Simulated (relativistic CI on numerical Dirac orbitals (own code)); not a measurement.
**Ligand-field terms of d7**

Computed with a parametric ligand-field model of a d^n configuration (Racah B and C, spin-orbit zeta, crystal field), exact diagonalisation.

Field parameters in Wybourne normalisation: Oh B⁴₀ = 21Dq, B⁴₄ = √(5/14) B⁴₀. The field is a parameter set, without covalency.

B = 300 cm⁻¹, C = 1450 cm⁻¹ (C/B = 4.83), Oh, no spin-orbit coupling. Tanabe-Sugano data, E/B above the lowest term (Δ = |10Dq|; b, c mark the second and third term of a kind):

```
 Δ/B    4T1    4T2     4A2  4T1(b)     2E    2T1    2T2  2T1(b)
 1.0   0.00   0.81    1.81   15.62  18.82  19.08  18.89   23.70
 3.0   0.00   2.49    5.49   16.97  18.06  19.67  19.49   24.09
 5.0   0.00   4.22    9.22   18.44  16.52  19.84  19.87   24.43
 7.0   0.00   6.00   13.00   20.00  14.77  19.85  20.11   24.71
 9.0   0.00   7.82   16.82   21.63  12.92  19.81  20.24   24.94
11.0   0.00   9.66   20.66   23.32  11.04  19.74  20.31   25.13
13.0   0.00  11.53   24.53   25.06   9.13  19.68  20.35   25.29
15.0   0.00  13.42   28.42   26.83   7.20  19.61  20.37   25.42
17.0   0.00  15.32   32.32   28.64   5.27  19.55  20.38   25.53
19.0   0.00  17.23   36.23   30.46   3.32  19.49  20.38   25.62
21.0   0.00  19.16   40.16   32.31   1.37  19.44  20.37   25.70
23.0   0.58  21.67   44.67   34.76   0.00  19.97  20.95   26.35
25.0   2.54  25.57   50.57   38.60   0.00  21.89  22.90   28.37
27.0   4.51  29.48   56.48   42.45   0.00  23.81  24.85   30.38
29.0   6.47  33.40   62.40   46.32   0.00  25.74  26.81   32.39
31.0   8.44  37.32   68.32   50.20   0.00  27.68  28.77   34.40
33.0  10.41  41.25   74.25   54.09   0.00  29.62  30.73   36.41
35.0  12.39  45.19   80.19   57.99   0.00  31.56  32.69   38.41
37.0  14.36  49.13   86.13   61.90   0.00  33.51  34.66   40.41
39.0  16.34  53.08   92.08   65.82   0.00  35.46  36.62   42.41
41.0  18.32  57.03   98.03   69.74   0.00  37.42  38.59   44.41
43.0  20.30  60.98  103.98   73.66   0.00  39.37  40.57   46.41
45.0  22.28  64.94  109.94   77.60   0.00  41.34  42.54   48.41
47.0  24.26  68.90  115.90   81.53   0.00  43.30  44.51   50.41
```

The ground term changes from 4T1 to 2E between Δ/B = 21.0 and 23.0.
